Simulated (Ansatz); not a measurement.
Breaking the Ga1–H2 bond in ClGaH2 (SMILES [Cl][GaH2]) (multiplicity 1 held, fragments rigid). Energies count from the point at 1.557 Å.
Geometry at that point (charge 0, multiplicity 1):
```xyz
4

Ga    -0.003    -0.232    -0.671
H     -1.409    -0.312    -1.335
H      1.398    -0.582    -1.253
Cl     0.006     0.475     1.376
```

Signs of static correlation in def2-TZVPP, with CASSCF(2,2), from Ansatz (an electronic-structure program) runs.

```json
[
 {"R (Å)": "1.246", "T1 of restricted CCSD": "0.009", "⟨S²⟩ of UHF": "0.000", "largest double amplitude of restricted CCSD": "0.035", "weight of the CASSCF reference in MRCISD": "0.904", "CASSCF natural occupations": "1.99 0.01"},
 {"R (Å)": "1.401", "T1 of restricted CCSD": "0.009", "⟨S²⟩ of UHF": "0.000", "largest double amplitude of restricted CCSD": "0.035", "weight of the CASSCF reference in MRCISD": "0.904", "CASSCF natural occupations": "1.98 0.02"},
 {"R (Å)": "1.557", "T1 of restricted CCSD": "0.009", "⟨S²⟩ of UHF": "0.000", "largest double amplitude of restricted CCSD": "0.035", "weight of the CASSCF reference in MRCISD": "0.904", "CASSCF natural occupations": "1.98 0.02"},
 {"R (Å)": "1.713", "T1 of restricted CCSD": "0.009", "⟨S²⟩ of UHF": "0.000", "largest double amplitude of restricted CCSD": "0.035", "weight of the CASSCF reference in MRCISD": "0.903", "CASSCF natural occupations": "1.97 0.03"},
 {"R (Å)": "1.868", "T1 of restricted CCSD": "0.010", "⟨S²⟩ of UHF": "0.000", "largest double amplitude of restricted CCSD": "0.063", "weight of the CASSCF reference in MRCISD": "0.903", "CASSCF natural occupations": "1.95 0.05"},
 {"R (Å)": "2.102", "T1 of restricted CCSD": "0.012", "⟨S²⟩ of UHF": "0.000", "largest double amplitude of restricted CCSD": "0.113", "weight of the CASSCF reference in MRCISD": "0.903", "CASSCF natural occupations": "1.92 0.08"},
 {"R (Å)": "2.335", "T1 of restricted CCSD": "0.015", "⟨S²⟩ of UHF": "0.299", "largest double amplitude of restricted CCSD": "?", "weight of the CASSCF reference in MRCISD": "0.903", "CASSCF natural occupations": "1.88 0.12"},
 {"R (Å)": "2.725", "T1 of restricted CCSD": "0.024", "⟨S²⟩ of UHF": "0.742", "largest double amplitude of restricted CCSD": "0.276", "weight of the CASSCF reference in MRCISD": "0.904", "CASSCF natural occupations": "1.76 0.24"},
 {"R (Å)": "3.114", "T1 of restricted CCSD": "?", "⟨S²⟩ of UHF": "0.908", "largest double amplitude of restricted CCSD": "0.410", "weight of the CASSCF reference in MRCISD": "0.904", "CASSCF natural occupations": "1.58 0.42"},
 {"R (Å)": "3.581", "T1 of restricted CCSD": "0.058", "⟨S²⟩ of UHF": "0.978", "largest double amplitude of restricted CCSD": "0.585", "weight of the CASSCF reference in MRCISD": "0.904", "CASSCF natural occupations": "1.37 0.63"},
 {"R (Å)": "4.204", "T1 of restricted CCSD": "0.078", "⟨S²⟩ of UHF": "1.003", "largest double amplitude of restricted CCSD": "0.779", "weight of the CASSCF reference in MRCISD": "0.904", "CASSCF natural occupations": "1.18 0.82"},
 {"R (Å)": "4.982", "T1 of restricted CCSD": "0.086", "⟨S²⟩ of UHF": "1.009", "largest double amplitude of restricted CCSD": "0.910", "weight of the CASSCF reference in MRCISD": "0.904", "CASSCF natural occupations": "1.06 0.94"}
]
```

### Question
Complete the blanks.

### Answer

- 2.335, largest double amplitude of restricted CCSD: 0.167
- 3.114, T1 of restricted CCSD: 0.039

Doubts at one or more of the structures used: a restricted determinant that unrestricted orbitals would lower (R-CCSD(T)/def2-TZVPP); other coupled-cluster roots lie near (R-CCSD(T)/def2-TZVPP); T1 above 0.05 (R-CCSD(T)/def2-TZVPP, U-CCSD(T)/def2-TZVPP); a spin-contaminated determinant (U-CCSD(T)/def2-TZVPP).
